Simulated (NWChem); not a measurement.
The numbers come from NWChem runs, not from measurements. System: H4Si2, charge 0, spin multiplicity 1, displaced from the optimised geometry. The structure started from a generated list of species.

Job file:

```
start mol
memory heap 200 mb stack 900 mb global 1100 mb
geometry units angstroms nocenter noautoz noautosym
  Si    -1.057640    -0.267801     0.063136
  Si     1.292282     0.347881    -0.193548
  H     -1.349961    -1.587355     0.800914
  H     -1.902183    -0.226934    -1.220363
  H     -1.558540     0.884028     0.972074
  H      1.525685    -0.190865     1.273146
end
basis spherical
  * library def2-tzvp
end
dft
  xc becke88 lyp
  semidirect memsize 60000000 filesize 0
  iterations 100
  convergence nodiis damp 40
end
task dft gradient
```

The output up to the point where the run's verdict is printed (cleaned and shortened):

```
             Northwest Computational Chemistry Package (NWChem) 7.3.0
             --------------------------------------------------------

                                NWChem Input Module
                                -------------------

 Scaling coordinates for geometry "geometry" by  1.889725989
 (inverse scale =  0.529177249)

                             Geometry "geometry" -> ""
                             -------------------------

 Output coordinates in angstroms (scale by  1.889725989 to convert to a.u.)

  No.       Tag          Charge          X              Y              Z
 ---- ---------------- ---------- -------------- -------------- --------------
    1 Si                  14.0000    -1.05764000    -0.26780100     0.06313600
    2 Si                  14.0000     1.29228200     0.34788100    -0.19354800
    3 H                    1.0000    -1.34996100    -1.58735500     0.80091400
    4 H                    1.0000    -1.90218300    -0.22693400    -1.22036300
    5 H                    1.0000    -1.55854000     0.88402800     0.97207400
    6 H                    1.0000     1.52568500    -0.19086500     1.27314600

 Effective nuclear repulsion energy (a.u.)      71.9532360066

            Nuclear Dipole moment (a.u.)
            ----------------------------
        X                 Y               Z
 ---------------- ---------------- ----------------
    -0.0000207870    -0.0000113384     0.0000056692


 Summary of "ao basis" -> "" (spherical)
 ------------------------------------------------------------------------------
       Tag                 Description            Shells   Functions and Types
 ---------------- ------------------------------  ------  ---------------------
 *                         def2-tzvp                  on all atoms

                                 NWChem DFT Module
                                 -----------------

 Summary of "ao basis" -> "ao basis" (spherical)
 ------------------------------------------------------------------------------
       Tag                 Description            Shells   Functions and Types
[...]
 d= 0,ls=0.0         52   -392.1463477962  1.05D+01  2.34D-01              23.7
 d= 0,ls=0.0         53   -402.6140326094 -1.05D+01  2.34D-01              24.1
 d= 0,ls=0.0         54   -392.1463477962  1.05D+01  2.34D-01              24.6
 d= 0,ls=0.0         55   -402.6140326094 -1.05D+01  2.34D-01              25.0
 d= 0,ls=0.0         56   -392.1463477962  1.05D+01  2.34D-01              25.4
 d= 0,ls=0.0         57   -402.6140326094 -1.05D+01  2.34D-01              25.9
 d= 0,ls=0.0         58   -392.1463477962  1.05D+01  2.34D-01              26.3
 d= 0,ls=0.0         59   -402.6140326094 -1.05D+01  2.34D-01              26.7
 d= 0,ls=0.0         60   -392.1463477962  1.05D+01  2.34D-01              27.2
 d= 0,ls=0.0         61   -402.6140326094 -1.05D+01  2.34D-01              27.6
 d= 0,ls=0.0         62   -392.1463477962  1.05D+01  2.34D-01              28.0
 d= 0,ls=0.0         63   -402.6140326094 -1.05D+01  2.34D-01              28.5
 d= 0,ls=0.0         64   -392.1463477962  1.05D+01  2.34D-01              28.9
 d= 0,ls=0.0         65   -402.6140326094 -1.05D+01  2.34D-01              29.4
 d= 0,ls=0.0         66   -392.1463477962  1.05D+01  2.34D-01              29.8
 d= 0,ls=0.0         67   -402.6140326094 -1.05D+01  2.34D-01              30.2
 d= 0,ls=0.0         68   -392.1463477962  1.05D+01  2.34D-01              30.7
 d= 0,ls=0.0         69   -402.6140326094 -1.05D+01  2.34D-01              31.1
 d= 0,ls=0.0         70   -392.1463477962  1.05D+01  2.34D-01              31.5
 d= 0,ls=0.0         71   -402.6140326094 -1.05D+01  2.34D-01              32.0
 d= 0,ls=0.0         72   -392.1463477962  1.05D+01  2.34D-01              32.4
 d= 0,ls=0.0         73   -402.6140326094 -1.05D+01  2.34D-01              32.9
 d= 0,ls=0.0         74   -392.1463477962  1.05D+01  2.34D-01              33.3
 d= 0,ls=0.0         75   -402.6140326094 -1.05D+01  2.34D-01              33.8
 d= 0,ls=0.0         76   -392.1463477962  1.05D+01  2.34D-01              34.2
 d= 0,ls=0.0         77   -402.6140326094 -1.05D+01  2.34D-01              34.6
 d= 0,ls=0.0         78   -392.1463477962  1.05D+01  2.34D-01              35.1
 d= 0,ls=0.0         79   -402.6140326094 -1.05D+01  2.34D-01              35.5
 d= 0,ls=0.0         80   -392.1463477962  1.05D+01  2.34D-01              35.9
 d= 0,ls=0.0         81   -402.6140326094 -1.05D+01  2.34D-01              36.4
 d= 0,ls=0.0         82   -392.1463477962  1.05D+01  2.34D-01              36.8
 d= 0,ls=0.0         83   -402.6140326094 -1.05D+01  2.34D-01              37.3
 d= 0,ls=0.0         84   -392.1463477962  1.05D+01  2.34D-01              37.7
 d= 0,ls=0.0         85   -402.6140326094 -1.05D+01  2.34D-01              38.1
 d= 0,ls=0.0         86   -392.1463477962  1.05D+01  2.34D-01              38.6
 d= 0,ls=0.0         87   -402.6140326094 -1.05D+01  2.34D-01              39.0
 d= 0,ls=0.0         88   -392.1463477962  1.05D+01  2.34D-01              39.4
 d= 0,ls=0.0         89   -402.6140326094 -1.05D+01  2.34D-01              39.9
 d= 0,ls=0.0         90   -392.1463477962  1.05D+01  2.34D-01              40.3
 d= 0,ls=0.0         91   -402.6140326094 -1.05D+01  2.34D-01              40.7
 d= 0,ls=0.0         92   -392.1463477962  1.05D+01  2.34D-01              41.2
 d= 0,ls=0.0         93   -402.6140326094 -1.05D+01  2.34D-01              41.6
 d= 0,ls=0.0         94   -392.1463477962  1.05D+01  2.34D-01              42.0
 d= 0,ls=0.0         95   -402.6140326094 -1.05D+01  2.34D-01              42.5
 d= 0,ls=0.0         96   -392.1463477962  1.05D+01  2.34D-01              42.9
 d= 0,ls=0.0         97   -402.6140326094 -1.05D+01  2.34D-01              43.3
 d= 0,ls=0.0         98   -392.1463477962  1.05D+01  2.34D-01              43.8
 d= 0,ls=0.0         99   -402.6140326094 -1.05D+01  2.34D-01              44.2
 d= 0,ls=0.0        100   -392.1463477962  1.05D+01  2.34D-01              44.6
```

Convergence was not reached. The next line reads: Calculation failed to converge. NWChem stopped with the message: dft gradient failed.
